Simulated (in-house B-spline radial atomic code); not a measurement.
wB97X excitations of As VI (As5+)

Method: wB97X. Computed with a B-spline radial code for spherical atoms: linear response of the closed shell [Ar] 3d10 with the functional's adiabatic kernel; non-relativistic, point nucleus, no spin-orbit coupling, no double excitations, S, P, D and F terms only. Only terms of natural parity with L up to 3 were computed.

Without relativity these are model numbers for so heavy an element.

Command:
```bash
python run_td.py task.json out
```
Settings (radii: box in bohr, nucleus in fm):
```
Z                        33
electrons                28
configuration            [Ar] 3d10
hamiltonian              nr
method                   wb97x
box_radius               16.35
intervals                54
```

Cost of the run: 2.2 s on 1 thread of Arm Neoverse N1, on a shared host.

The lowest states, in the order of their Tamm-Dancoff energies; the method's threshold (minus the highest occupied level) is 114.02 eV. Labels give the largest channel, * marks a mixed state, and oscillator strengths are full-response dipole values. Semilocal kernels can invert the small singlet-triplet splittings of Rydberg terms. Energies in eV:

```
     state  full response  Tamm-Dancoff  oscillator strength
3d → 4s 3D          41.20         41.23                    -
3d → 4s 1D          41.69         41.71                    -
3d → 4p 3P          53.46         53.50                    -
3d → 4p 3F          53.66         53.69                    -
3d → 4p 1F          53.89         53.91                    -
3d → 4p 1P          54.90         54.99                0.564
3d → 4d 3S          71.25         71.31                    -
3d → 4d 3D          72.17         72.18                    -
3d → 4d 1D              ?             ?                    -
3d → 5s 3D          76.52         76.53                    -
3d → 5s 1D          76.80         76.80                    -
3d → 4d 1S          76.50         77.02                    -
3d → 5p 3P          80.96         80.97                    -
3d → 5p 3F          81.11         81.11                    -
3d → 5p 1F          81.31         81.31                    -
3d → 5p 1P          81.59         81.61               0.0934
3d → 4f 3P          85.25         85.26                    -
3d → 4f 3F          85.49         85.49                    -
3d → 4f 1F              ?             ?                    -
3d → 4f 1P          85.96         85.99                0.482
3d → 5d 3S          88.27         88.29                    -
3d → 5d 3D          88.69         88.70                    -
```

Question: Where does 3d → 4d 1D lie?

Answer: At 72.71 eV in full response, 72.73 eV in Tamm-Dancoff.

Question: Where does 3d → 4f 1F lie?

Answer: At 85.65 eV in full response, 85.65 eV in Tamm-Dancoff.

Question: How large is the singlet-triplet splitting of 3d → 4s (D terms) in Tamm-Dancoff?

Answer: 0.477 eV, from the unrounded values.

Question: What polarisabilities and dispersion coefficient does the method give?

Answer: Dipole 0.5361 bohr³, quadrupole 0.6085 bohr⁵, C6 0.8893 hartree·bohr⁶ for two such species.
